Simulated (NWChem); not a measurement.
disulfane (H2S2); SMILES SS

```xyz
4

S      0.0207    -1.0361     0.0782
S     -0.0207     1.0361     0.0782
H     -0.9320    -1.2508    -0.8618
H      0.9320     1.2508    -0.8618
```
Atoms are numbered in this order, from 1.

Level: PBE0/def2-SVP (NWChem), optimised geometry, unscaled harmonic frequencies. 

```csv
frequency (cm⁻¹),IR intensity (km/mol)
439,19.8
512,0.3
893,0.5
896,4.5
2665,2.7
2668,6.7
```

```
Property                                                                            Value
-----------------------------------------------------------------------  ----------------
zero-point energy                                                           11.5 kcal/mol
thermal correction to the enthalpy at 298.15 K (with zero-point energy)     14.3 kcal/mol
heat capacity Cv                                                          9.6 cal/(mol K)
entropy at 298.15 K and 1 atm (symmetry number 2)                        60.2 cal/(mol K)
dipole moment                                                                      1.48 D
```

Rigid rotor and harmonic oscillator.
